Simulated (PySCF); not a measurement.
Correlation energy of Bi (bismuth, neutral)

[Xe] 4f14 5d10 6s2 6p2 6d1, one real determinant (an excited configuration). Calculation: PySCF 2.14, in aug-cc-pVTZ-DK3 (9s8p6d3f, 84 functions); scalar relativity by spin-free X2C-1e. Frozen: [Xe] 4f14 5d10; 5 electrons correlated.

MP2 pair energies summed by pair of shells (mhartree):

```tsv
pair	energy	share (%)
6s-6p	-22.58	46.4
6s-6s	-11.21	23.0
6s-6d	-6.21	12.8
6p-6d	-4.93	10.1
6p-6p	-3.72	7.6
```

Total MP2 correlation energy: -48.66 mhartree.

Same-spin part -13.40 and opposite-spin part -35.25 mhartree; SCS-MP2 scales them by 1/3 and 6/5 to -46.77 mhartree.

The reference is one real determinant that mixes LS terms of this configuration.

Spin-orbit coupling is strong in this species, so the high-spin LS determinant is a model state.
